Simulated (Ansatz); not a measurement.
`CB1N=C1C` + `CNN` → `CNNC` + `CB1C=N1`  (substitution at a C–C bond)

Computed with Ansatz on PBE0-D4/def2-TZVP structures; ΔE is electronic, products minus reactants. CCSD(T)/CBS adds triple-zeta CCSD(T) − MP2 to the extrapolated MP2 energy (def2 sets, frozen cores). DFT in def2-TZVPP. B3LYP here is the variant with VWN-RPA as its local correlation; programs differ in this. HSE06 is defined as in plane-wave codes. Each species was taken in one conformer, which may not be the lowest.

`CB1N=C1C`:

Z-matrix (Å, degrees):
```
C
B 1 1.545
H 1 1.092 2 112.5
H 1 1.096 2 108.9 3 119.2
H 1 1.092 2 112.1 3 -123.4
N 2 1.430 1 144.9 3 -17.5
C 2 1.452 1 161.3 3 166.1
C 7 1.471 2 166.0 1 -3.2
H 8 1.093 7 109.7 2 59.0
H 8 1.092 7 111.4 2 -179.3
H 8 1.093 7 109.7 2 -57.6
```

`CNN`:

Cartesian coordinates in Å:
```
C 1.068 0.146 0.099
N -0.192 -0.532 0.302
N -1.271 0.346 0.064
H 1.187 0.577 -0.909
H 1.881 -0.564 0.267
H 1.157 0.957 0.823
H -0.240 -1.351 -0.296
H -1.510 0.410 -0.923
H -2.079 0.012 0.572
```

`CNNC`:

Cartesian coordinates in Å:
```
C -1.457 0.122 0.148
N -0.579 -0.006 -0.997
N 0.719 -0.489 -0.757
C 1.414 0.034 0.402
H -1.108 0.802 0.938
H -2.425 0.484 -0.206
H -1.618 -0.863 0.596
H -0.495 0.873 -1.490
H 0.672 -1.499 -0.728
H 0.924 -0.151 1.369
H 1.547 1.114 0.290
H 2.407 -0.419 0.435
```

`CB1C=N1`:

Z-matrix (Å, degrees):
```
C
B 1 1.543
H 1 1.091 2 112.9
H 1 1.092 2 112.1 3 -124.0
H 1 1.096 2 108.3 3 118.2
C 2 1.446 1 161.6 3 -31.0
N 2 1.437 1 144.7 3 153.5
H 6 1.087 2 167.5 1 4.0
```

| level | ΔE (kJ/mol) | difference from CCSD(T)/CBS |
| --- | --- | --- |
| revPBE-D4 | 60.0 | -0.4 |
| BLYP-D4 | 60.2 | -0.2 |
| r2SCAN-D4 | 63.0 | 2.6 |
| B97M-V | 64.3 | 3.9 |
| PBE0-D4 | 63.3 | 2.9 |
| B3LYP-D4 | 61.2 | 0.8 |
| r2SCANh-D4 | 63.1 | 2.7 |
| r2SCAN0-D4 | 63.3 | 2.9 |
| HSE06-D4 | 63.5 | 3.1 |
| BHLYP-D4 | 61.6 | 1.2 |
| CAM-B3LYP-D4 | 60.8 | 0.4 |
| ωB97X-V | 59.3 | -1.1 |
| ωB97M-V | 60.7 | 0.3 |
| B2PLYP | 62.8 | 2.4 |
| PBE-QIDH | 63.6 | 3.2 |
| PBE | 64.4 | 4.0 |
| BLYP | 63.7 | 3.3 |
| r2SCAN | 63.3 | 2.9 |
| PBE0 | 64.5 | 4.1 |
| B3LYP | 63.5 | 3.1 |
| r2SCANh | 63.4 | 3.0 |
| r2SCAN0 | 63.6 | 3.2 |
| HSE06 | 64.6 | 4.2 |
| BHLYP | 62.8 | 2.4 |
| CAM-B3LYP | 61.9 | 1.5 |
| LC-ωPBE | 63.0 | 2.6 |
| RPA@PBE/def2-TZVPP | 54.8 | -5.6 |
| HF/def2-SVP | 57.8 | -2.6 |
| CCSD/def2-SVP | 53.9 | -6.5 |
| HF/def2-TZVPP | 62.4 | 2.0 |
| MP2/def2-TZVPP | 63.2 | 2.8 |
| SCS-MP2/def2-TZVPP | 61.2 | 0.8 |
| CCSD/def2-TZVPP | 60.1 | -0.3 |
| CCSD(T)/def2-TZVPP | 59.6 | -0.8 |
| HF/def2-QZVPP | 62.4 | 2.0 |
| MP2/def2-QZVPP | 63.7 | 3.3 |
| SCS-MP2/def2-QZVPP | 61.7 | 1.3 |
| HF/CBS(def2) | 62.4 | 2.0 |
| MP2/CBS(def2) | 64.0 | 3.6 |
| CCSD/CBS(def2) | 60.9 | 0.5 |
| CCSD(T)/CBS | 60.4 | 0 |

**Question.** What do rigid-rotor, harmonic-oscillator terms from PBE0-D4/def2-TZVP frequencies (298.15 K, 1 bar) make of the CCSD(T)/CBS value? (Best estimate.)

**Answer.** Ansatz gave: ΔZPE = 0.0 kJ/mol, ΔH = +59.0 kJ/mol, ΔS = -15 J/(mol·K), ΔG = +63.5 kJ/mol. Modes under 50 cm⁻¹ make the entropy rough.

Largest T1 diagnostic among the species: 0.011.

Leaving LDA and LC-ωPBE aside and taking each functional with its dispersion term where it has one, the values spread over 5.0 kJ/mol, from ωB97X-V to B97M-V. At CCSD(T), def2-SVP lies −7.1 kJ/mol from the extrapolated value and def2-TZVPP −0.8 kJ/mol.
